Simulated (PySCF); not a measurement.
AlClF2, singlet, at a GFN2-xTB geometry (such geometries of metal compounds can be far from the true shape).

PySCF was given this input:
```python
from pyscf import gto, scf, dft

mol = gto.M(
    atom='''
Al   -0.28553981    0.17607883   -0.15733185
F    -1.76738816   -0.50280871   -0.36624156
F    -0.20323799    1.71800017   -0.71956939
Cl    1.26162664   -0.77798517    0.69515369
''',
    basis='pcseg-0',
    verbose=4,
    max_memory=1800,
)

mf = dft.RKS(mol)
mf.xc = 'pbe0'
mf = mf.density_fit(auxbasis='def2-universal-jkfit')
mf.kernel()
```

Q: What does this run give for the number of basis functions, Mulliken (on the basis functions themselves) charges in atom order?

A: 
The number of basis functions is 44. The Mulliken (on the basis functions themselves) charges in atom order is Al1 1.50, F2 -0.52, F3 -0.52, Cl4 -0.46.
